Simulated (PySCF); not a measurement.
C2H4F, SMILES C[CH]F, multiplicity 2.

Geometry: B3LYP-D3(BJ)/def2-TZVP. The isomer is the one that the SMILES or the coordinates give; other isomers of the formula were not compared.

Two levels are set side by side: PBE/def2-TZVPD (PySCF) and B3LYP/def2-TZVPD (PySCF). Same geometry, gas phase. Differences are taken from unrounded values.

```tsv
quantity	B3LYP
α-spin orbital gap (eV)	5.85
β-spin orbital gap (eV)	8.36
dipole moment (D)	1.67
mean polarisability (bohr³)	28.9
```

Q: What does PBE give, and how far is it from B3LYP? (The exact figures need the calculation; the answer reports its results.)

A: 
```csv
quantity,PBE,PBE minus B3LYP
α-spin orbital gap (eV),4.27,-1.58
β-spin orbital gap (eV),6.09,-2.27
dipole moment (D),1.55,-0.12
mean polarisability (bohr³),30.2,1.3
```

Loosely held outer electrons make PBE densities more polarisable. Differences between two approximate levels are no errors against the true value.

Rough cost on one machine, each run with all the roots and properties that it gave: B3LYP against PBE within a factor of 2.
